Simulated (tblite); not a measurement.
Species: C7H13BSi.
Atom-mapped SMILES: `[CH2:1]=[CH:2][SiH2:3][B:4]([CH3:5])[C@H:6]1[C@@H:7]2[CH2:8][C@H:9]12` (hydrogens: H10, H11 on C1; H12 on C2; H13, H14 on Si3; H15, H16, H17 on C5; H18 on C6; H19 on C7; H20, H21 on C8; H22 on C9)

Computed with GFN2-xTB (tblite), gas phase: L-BFGS steps from a force-field or distance-geometry start until the largest atomic force falls under 0.01 eV/Å.

Step 18: E = -664.5055 eV
```
atom  x, y, z in Å  |  force x, y, z in eV/Å
C1      1.7862    2.4669    1.5773   -0.028   0.008   0.017
C2      1.9963    2.5231    0.2732    0.037  -0.002  -0.012
Si3     0.6314    2.5241   -1.0455    0.053  -0.057   0.025
B4     -0.3959    0.8471   -0.9811   -0.035  -0.034  -0.031
C5     -1.9084    0.9151   -0.5540   -0.085  -0.012   0.010
C6      0.3016   -0.5642   -1.1146   -0.033   0.092   0.058
C7      1.3704   -0.8620   -0.0968    0.056  -0.024   0.002
C8      1.3179   -2.3529   -0.1708   -0.031  -0.030  -0.014
C9      0.0615   -1.5569   -0.0089   -0.004  -0.041   0.008
H10     2.5827    2.4755    2.3044    0.075  -0.005   0.033
H11     0.7944    2.4140    1.9903   -0.137   0.002   0.040
H12     3.0245    2.5689   -0.0593    0.045   0.003  -0.092
H13    -0.1598    3.7314   -0.7548   -0.069   0.093  -0.007
H14     1.3121    2.8061   -2.3146    0.081   0.040  -0.114
H15    -2.4951    1.5963   -1.1652    0.020   0.072  -0.157
H16    -1.9780    1.3412    0.4466    0.065  -0.012   0.116
H17    -2.4297   -0.0367   -0.5349   -0.039  -0.115  -0.013
H18     0.4633   -0.9784   -2.1154   -0.021   0.062   0.090
H19     1.9198   -0.1988    0.5360   -0.012  -0.036   0.084
H20     1.6676   -2.8969    0.7045   -0.006  -0.015  -0.192
H21     1.5134   -2.8487   -1.1189    0.009   0.013   0.092
H22    -0.7150   -1.6057    0.7248    0.059  -0.001   0.057
```

Step 19: E = -664.5117 eV
```
atom  x, y, z in Å  |  force x, y, z in eV/Å
C1      1.7832    2.4674    1.5761   -0.007   0.006  -0.019
C2      1.9944    2.5217    0.2718    0.016   0.006  -0.015
Si3     0.6316    2.5291   -1.0491    0.041  -0.129   0.007
B4     -0.3996    0.8499   -0.9843    0.054   0.005  -0.013
C5     -1.9123    0.9183   -0.5582   -0.027  -0.024  -0.006
C6      0.3026   -0.5622   -1.1042   -0.085   0.109   0.063
C7      1.3700   -0.8643   -0.0855    0.055  -0.006  -0.091
C8      1.3166   -2.3537   -0.1761   -0.023  -0.017   0.004
C9      0.0631   -1.5570    0.0017   -0.018  -0.055  -0.073
H10     2.5837    2.4785    2.2984    0.063  -0.014   0.062
H11     0.7915    2.4127    1.9908   -0.108   0.011   0.029
H12     3.0224    2.5658   -0.0633    0.030   0.006  -0.066
H13    -0.1617    3.7336   -0.7580   -0.069   0.109  -0.008
H14     1.3224    2.8094   -2.3143    0.062   0.042  -0.101
H15    -2.5029    1.6004   -1.1646    0.017   0.043  -0.159
H16    -1.9770    1.3430    0.4436    0.050  -0.045   0.113
H17    -2.4194   -0.0409   -0.5433   -0.101  -0.081   0.012
H18     0.4632   -0.9802   -2.1052   -0.021   0.085   0.128
H19     1.9182   -0.2047    0.5490    0.037  -0.005   0.110
H20     1.6723   -2.9067    0.6877    0.011  -0.055  -0.103
H21     1.5078   -2.8407   -1.1284    0.005   0.015   0.053
H22    -0.7090   -1.6112    0.7377    0.017  -0.005   0.074
```

Step 20: E = -664.5172 eV
```
atom  x, y, z in Å  |  force x, y, z in eV/Å
C1      1.7802    2.4679    1.5751    0.016   0.003  -0.035
C2      1.9931    2.5204    0.2703   -0.006   0.009  -0.003
Si3     0.6326    2.5318   -1.0528    0.019  -0.110  -0.026
B4     -0.4026    0.8528   -0.9877    0.083   0.040   0.021
C5     -1.9166    0.9206   -0.5623    0.020  -0.028  -0.018
C6      0.3021   -0.5588   -1.0930   -0.097   0.089   0.064
C7      1.3703   -0.8661   -0.0758    0.056   0.024  -0.121
C8      1.3148   -2.3543   -0.1812   -0.007   0.002   0.013
C9      0.0641   -1.5575    0.0110   -0.043  -0.054  -0.098
H10     2.5854    2.4811    2.2939    0.016  -0.021   0.063
H11     0.7874    2.4117    1.9917   -0.037   0.022   0.001
H12     3.0209    2.5632   -0.0683    0.007   0.008  -0.031
H13    -0.1644    3.7376   -0.7614   -0.035   0.070  -0.021
H14     1.3332    2.8135   -2.3156    0.028   0.033  -0.059
H15    -2.5097    1.6047   -1.1668    0.030  -0.012  -0.119
H16    -1.9747    1.3434    0.4424    0.026  -0.083   0.061
H17    -2.4120   -0.0460   -0.5508   -0.133  -0.006   0.029
H18     0.4628   -0.9807   -2.0930   -0.023   0.103   0.132
H19     1.9181   -0.2102    0.5629    0.048  -0.012   0.098
H20     1.6772   -2.9174    0.6698    0.024  -0.084  -0.010
H21     1.5024   -2.8326   -1.1370    0.000   0.011  -0.005
H22    -0.7037   -1.6168    0.7510    0.008  -0.005   0.064
```

Step 21: E = -664.5215 eV
```
atom  x, y, z in Å  |  force x, y, z in eV/Å
C1      1.7782    2.4683    1.5742    0.028  -0.001  -0.028
C2      1.9923    2.5196    0.2690   -0.017   0.008   0.005
Si3     0.6336    2.5325   -1.0561   -0.001  -0.030  -0.051
B4     -0.4038    0.8558   -0.9896    0.053   0.054   0.056
C5     -1.9199    0.9221   -0.5656    0.041  -0.025  -0.022
C6      0.3002   -0.5546   -1.0832   -0.064   0.046   0.067
C7      1.3719   -0.8671   -0.0708    0.029   0.028  -0.089
C8      1.3134   -2.3548   -0.1851    0.012   0.015   0.009
C9      0.0640   -1.5590    0.0161   -0.033  -0.030  -0.073
H10     2.5867    2.4826    2.2913   -0.034  -0.025   0.046
H11     0.7836    2.4113    1.9921    0.037   0.030  -0.028
H12     3.0199    2.5613   -0.0729   -0.015   0.010   0.001
H13    -0.1672    3.7415   -0.7644    0.012   0.007  -0.039
H14     1.3419    2.8169   -2.3178   -0.005   0.021  -0.015
H15    -2.5138    1.6078   -1.1708    0.050  -0.064  -0.061
H16    -1.9728    1.3422    0.4426    0.003  -0.108  -0.004
H17    -2.4085   -0.0500   -0.5562   -0.135   0.068   0.035
H18     0.4617   -0.9782   -2.0817   -0.026   0.107   0.095
H19     1.9177   -0.2154    0.5757    0.035  -0.036   0.062
H20     1.6812   -2.9268    0.6560    0.022  -0.084   0.047
H21     1.4988   -2.8272   -1.1431   -0.006   0.009  -0.053
H22    -0.6981   -1.6206    0.7625    0.015  -0.003   0.041
```

Task: Estimate the geometry and energy of step 22. (The exact step hangs on the optimiser's Hessian estimate; all steps are aligned on step 21, rigid shifts and turns removed.)

Result: E = -664.5250 eV, largest force 0.165 eV/Å
```
atom  x, y, z in Å  |  force x, y, z in eV/Å
C1      1.7771    2.4686    1.5732    0.029  -0.003  -0.013
C2      1.9915    2.5192    0.2678   -0.019   0.008   0.002
Si3     0.6345    2.5326   -1.0595   -0.010   0.052  -0.055
B4     -0.4040    0.8592   -0.9896    0.004   0.042   0.077
C5     -1.9216    0.9226   -0.5683    0.038  -0.018  -0.020
C6      0.2975   -0.5501   -1.0748   -0.010   0.005   0.062
C7      1.3739   -0.8675   -0.0692    0.007   0.011  -0.014
C8      1.3126   -2.3553   -0.1880    0.026   0.014  -0.004
C9      0.0633   -1.5609    0.0180   -0.009  -0.009  -0.012
H10     2.5870    2.4831    2.2905   -0.065  -0.026   0.026
H11     0.7813    2.4117    1.9918    0.080   0.035  -0.045
H12     3.0189    2.5600   -0.0764   -0.027   0.010   0.022
H13    -0.1694    3.7446   -0.7673    0.049  -0.043  -0.054
H14     1.3481    2.8194   -2.3199   -0.028   0.011   0.013
H15    -2.5154    1.6090   -1.1751    0.062  -0.089  -0.013
H16    -1.9713    1.3393    0.4429   -0.016  -0.109  -0.051
H17    -2.4087   -0.0518   -0.5594   -0.117   0.112   0.029
H18     0.4600   -0.9734   -2.0718   -0.030   0.101   0.037
H19     1.9171   -0.2205    0.5869    0.009  -0.065   0.016
H20     1.6843   -2.9350    0.6465    0.006  -0.053   0.057
H21     1.4967   -2.8240   -1.1480   -0.012   0.015  -0.069
H22    -0.6926   -1.6227    0.7721    0.034  -0.001   0.009
```

The energy changes by -0.0035 eV. The first-order estimate −F·Δx gives -0.0048 eV and the mean of the old and new forces, exact on a quadratic surface, -0.0035 eV. The step makes an angle of 65° with the force vector and moves no atom by more than 0.013 Å.

What follows is the cost of the whole relaxation. On Arm Neoverse N1, one thread, shared host, this took 1.3 s.
